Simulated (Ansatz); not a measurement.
The same molecule with X = O, S, Se. Ansatz, PBE0-D4/def2-TZVP geometries, multiplicity 1. Each molecule was computed in one conformer, which needn't be the lowest.

Scalar relativity is left out up to krypton.

```json
{"X": "O", "molecule": "`[OH][Al]([F])[F]`", "mean X–Al bond length / Å": "1.674", "mean X–H bond length / Å": "0.955", "zero-point energy (PBE0-D4/def2-TZVP) / kJ/mol": "49.9", "size of the dipole moment (B3LYP/def2-TZVPP) / D": "1.96", "HOMO energy (PBE/def2-TZVPP) / eV": "-8.20"}
{"X": "Se", "molecule": "`[F][Al]([F])[SeH]`", "mean X–Al bond length / Å": "2.285", "mean X–H bond length / Å": "1.470", "zero-point energy (PBE0-D4/def2-TZVP) / kJ/mol": "35.8", "size of the dipole moment (B3LYP/def2-TZVPP) / D": "1.39", "HOMO energy (PBE/def2-TZVPP) / eV": "-6.75"}
```

Problem. Give the row for X = S, `[F][Al]([F])[SH]`. (Estimate.)

Solution. The calculation gave: 
| X | molecule | mean X–Al bond length / Å | mean X–H bond length / Å | zero-point energy (PBE0-D4/def2-TZVP) / kJ/mol | size of the dipole moment (B3LYP/def2-TZVPP) / D | HOMO energy (PBE/def2-TZVPP) / eV |
| --- | --- | --- | --- | --- | --- | --- |
| S | `[F][Al]([F])[SH]` | 2.153 | 1.346 | 39.0 | 1.34 | -7.11 |

From O to Se the mean X–Al bond length rises at each step, by 0.611 Å in all; the mean X–H bond length rises at each step, by 0.515 Å in all; the zero-point energy (PBE0-D4/def2-TZVP) falls at each step, by 14.1 kJ/mol in all; the HOMO energy (PBE/def2-TZVPP) rises at each step, by 1.45 eV in all. Bonds lengthen as the atom grows down the group. Dipoles are sizes alone, and their direction can turn along the series.

B3LYP here is the variant with VWN-RPA as its local correlation; programs differ in this.

Spin–orbit coupling is left out; it splits and shifts lone-pair levels of the heavy atoms by tenths of an eV.
